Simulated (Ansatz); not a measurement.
Geometry optimisation, RKS PBE/def2-SVP (Ansatz).

The input (input.yaml):

```yaml
crystal:
  periodic: [false, false, false]
  atoms:
    - { symbol: Sn, position_ang: [-0.713942, 0.031565, -0.404747] }
    - { symbol: Cl, position_ang: [0.684628, -1.734627, 2.424815] }
    - { symbol: O, position_ang: [1.123633, 0.499346, 0.16759] }
    - { symbol: H, position_ang: [1.324542, -0.076559, 0.941136] }
    - { symbol: O, position_ang: [-1.171444, 1.521968, -1.64557] }
    - { symbol: H, position_ang: [-1.723675, 1.161922, -2.37166] }
    - { symbol: Cl, position_ang: [-0.963207, -1.97239, -1.641161] }
    - { symbol: "N", position_ang: [-2.01982, -0.086077, 1.226087] }
    - { symbol: H, position_ang: [-2.776358, -0.748631, 1.00356] }
    - { symbol: H, position_ang: [-2.470469, 0.829942, 1.366473] }
    - { symbol: H, position_ang: [-0.470488, -1.054959, 2.529976] }
basis:
  gaussian: { orbitals: def2-SVP }
hamiltonian:
  xc: pbe
relax:
  f_tol: 0.03
  max_steps: 50
output:
  orbitals: {}
```

Launched with:

```bash
$ ansatz run input.yaml --threads 4 --pin off --max-ram 5120MiB --backend cpu --events-out ev --progress --plain --runs-dir out
```

Question: Where does it end, and by what steps?

Answer: The run converged. After 25 steps the energy has fallen by 1.486 eV; H6 moved furthest, 1.93 Å. Parted: Cl2–H11 (1.34 → 2.87 Å). Joined: Sn1–Cl2 (3.62 → 2.41 Å), N8–H11 (2.24 → 1.03 Å).

```tsv
step	energy less start (eV)	largest force component (eV/Å)	accepted
0	0.0000	0.551	yes
1	-0.1083	0.528	yes
2	-0.2050	0.450	yes
3	-0.2420	0.525	yes
4	-0.2563	0.732	yes
5	-0.2811	0.582	yes
6	-0.3054	0.339	yes
7	-0.3318	0.647	yes
8	-0.3803	0.403	yes
9	-0.5105	1.094	yes
10	-0.6943	1.025	yes
11	-0.8809	1.358	yes
12	-1.0247	0.964	yes
13	-1.1234	0.815	yes
14	-1.1920	0.562	yes
15	-1.2397	0.680	yes
16	-1.2858	0.629	yes
17	-1.3384	0.422	yes
18	-1.3914	0.248	yes
19	-1.4402	0.316	yes
20	-1.4680	0.251	yes
21	-1.4644	0.433	no
22	-1.4839	0.079	yes
23	-1.4859	0.031	yes
24	-1.4862	0.040	yes
25	-1.4865	0.025	yes
```

```xyz
11
Properties=species:S:1:pos:R:3
Sn -0.285 -0.272 0.042
Cl 0.660 -0.647 2.227
O 1.418 0.213 -0.918
H 2.162 -0.136 -0.386
O -1.253 1.419 -0.454
H -0.627 1.946 -0.991
Cl -0.974 -2.279 -1.064
N -2.348 -0.460 1.173
H -2.867 -1.279 0.828
H -2.858 0.406 0.950
H -2.204 -0.540 2.188
```

Whether the end is a true minimum wasn't checked by a vibrational analysis.

The run took 49 s on 4 threads of Arm Neoverse V1, on a shared host, peak memory 0.2 GiB.
